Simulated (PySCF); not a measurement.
Radial density of S (sulfur, neutral)

BLYP, [Ne] 3s2 3p4, high-spin 3P determinant. Calculation: PySCF 2.14, in aug-cc-pV(T+d)Z; the non-relativistic Hamiltonian (point nucleus).

| r (bohr) | 4πr²ρ (e/bohr) | 4πr²(ρα − ρβ) |
| --- | --- | --- |
| 0.00210 | 0.1376 | 0.0000 |
| 0.00352 | 0.3720 | 0.0000 |
| 0.00593 | 0.9743 | 0.0000 |
| 0.00997 | 2.424 | 0.0001 |
| 0.0168 | 5.519 | 0.0003 |
| 0.0282 | 10.86 | 0.0013 |
| 0.0474 | 16.78 | 0.0061 |
| 0.0798 | 17.77 | 0.0284 |
| 0.134 | 12.82 | 0.1014 |
| 0.226 | 14.06 | 0.2116 |
| 0.380 | 17.31 | 0.1481 |
| 0.639 | 7.542 | 0.0137 |
| 1.07 | 3.052 | 0.6954 |
| 1.81 | 3.157 | 1.0583 |
| 3.04 | 0.8484 | 0.3156 |
| 5.11 | 0.05494 | 0.0183 |
| 8.60 | 0.0003440 | 0.0000 |
